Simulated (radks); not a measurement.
Question: These are the eigenvalues of the occupied orbitals of an atom or ion with whole-number occupations (eV). All-electron calculation, scalar-relativistic Kohn-Sham, exchange-only LDA, spin-polarised, spherical densities, finite nucleus; Fermi nuclear charge, rms radius of each element as measured or else 0.836 A^(1/3) + 0.57 fm. Program: a radial shooting solver on a logarithmic mesh with Libxc functionals.

orbital  eigenvalue
1s up     -6962.090
1s down   -6957.202
2s up     -1234.514
2p up     -1130.132
2p down   -1121.647
3d up     -388.3183

Which element is it, and in what charge state? The configuration may be excited. Open shells, if any, are filled with parallel spins first.

Answer: Z = 25, manganese, charge +15: Mn15+ in [He] 2s1 2p6 3d1. The list shows which subshells hold electrons but not how many an open one holds; the 1s level, -255.85 hartree, gives Z - s = 22.6 by -(Z - s)^2/2, which with screening and relativity narrows Z to a few neighbours, and the depths of the outer levels then fix element, charge and occupations together.
